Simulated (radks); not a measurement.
Species: the titanium ion Ti2+. Configuration: [Ar] 3d2.

Method: non-relativistic Kohn-Sham, LDA (Slater exchange, Perdew-Wang correlation), spin-polarised, spherical densities, point nucleus; open shells are filled with parallel spins first; computed with a radial shooting solver on a logarithmic mesh with Libxc functionals.

Energy parts (hartree):
part                       energy
total                  -846.52236
kinetic                 845.33920
electron-nucleus      -1995.45736
Hartree                 343.10232
exchange-correlation    -39.50652

Orbitals (lengths in bohr, moments of r in powers of bohr; <r^-3> diverges for s and p1/2; r(90%) holds 90 % of the orbital's charge):
orbital  occ.  eigenvalue (hartree)      <r^4>  r(90%)  <r^-3>   <1/r>
1s up       1             -177.8669  0.0001126   0.125       -   21.48
1s down     1             -177.8672  0.0001126   0.125       -   21.48
2s up       1             -20.04733    0.02868   0.511       -   4.479
2s down     1             -20.02285    0.02856   0.510       -   4.482
2p up       3             -16.87319    0.02260   0.479   257.4   4.424
2p down     3             -16.85427    0.02248   0.479   257.8   4.427
3s up       1              -2.87070      2.295    1.52       -   1.385
3s down     1              -2.80395      2.309    1.52       -   1.383
3p up       3              -2.03454      3.356    1.67   29.98   1.264
3p down     3              -1.96877      3.401    1.68   29.83   1.262
3d up       2              -0.76164      14.41    2.39   2.210  0.9364
3d down     0              -0.70018      16.29    2.46   2.162  0.9243
4s up       0              -0.62980      131.7    4.19       -  0.4595
4s down     0              -0.59590      147.3    4.32       -  0.4462
4p up       0              -0.46129      252.7    4.94   3.459  0.3921
4p down     0              -0.43573      292.3    5.13   3.115  0.3762

The highest occupied level is 3d up at -20.725 eV. For comparison, the ionisation energy in NIST's Atomic Spectra Database is 27.492 eV (measured). In exact Kohn-Sham theory the highest level is minus the ionisation energy, but local and semilocal functionals leave it too shallow, through self-interaction and a potential that decays too fast; potentials with the right tail come closer. The electron density at the nucleus is 7097 e/bohr^3. Spin moment in Bohr magnetons: 2. The density falls to 0.001 e/bohr^3 at r = 3.13 bohr. The spin density at the nucleus is -0.3645 e/bohr^3 (1s -0.0096, 2s -0.4877, 3s 0.1328), a Fermi contact field of -19.1 T. Virial ratio -V/T = 2.00140.
